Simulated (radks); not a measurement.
Values are calculated unless marked as measured or tabulated.
All-electron atom: Ge I in [Ar] 3d10 4s2 4p2.

Code: a radial shooting solver on a logarithmic mesh with Libxc functionals. Model: scalar-relativistic Kohn-Sham, r2SCAN, spin-unpolarised, spherical densities, finite nucleus; meta-GGA in the generalised Kohn-Sham scheme; Fermi nuclear charge, rms radius 4.0742 fm.

Energy parts (Ry):
part                        energy
total                  -4198.32301
kinetic                 4274.44175
electron-nucleus      -10118.34361
Hartree                 1805.20527
exchange-correlation    -159.62642

Orbitals (lengths in bohr, moments of r in powers of bohr; <r^-3> diverges for s and p1/2):
orbital  occ.  eigenvalue (Ry)     <r^2>  <r^-3>   <1/r>       <r^4>
1s          2        -807.9090  0.002975       -   32.38  0.00002281
2s          2        -101.7215   0.05191       -   7.123    0.004681
2p          6        -88.74202   0.04135   994.9   6.968    0.003446
3s          2        -12.76033    0.4479       -   2.286      0.3233
3p          6         -8.74295    0.4917   134.1   2.129      0.4200
3d         10         -2.20972    0.6932   14.13   1.781       1.207
4s          2         -0.89209     5.296       -  0.6128       47.61
4p          2         -0.29083     9.699   5.951  0.4570       178.9

The highest occupied level is 4p at -3.957 eV. Summed over all electrons, <r^2> = 41.13 bohr^2, which gives a Langevin (diamagnetic) susceptibility term of -32.6 x 10^-6 cm^3/mol. For comparison, the ionisation energy in NIST's Atomic Spectra Database is 7.899 eV (measured). In exact Kohn-Sham theory the highest level is minus the ionisation energy, but local and semilocal functionals leave it too shallow, through self-interaction and a potential that decays too fast; potentials with the right tail come closer. The electron density at the nucleus is 3.206e+04 e/bohr^3 (large components only).

Beside tabulated values, note that spin-unpolarised runs miss the spin-polarisation part of the exchange energy of open shells.
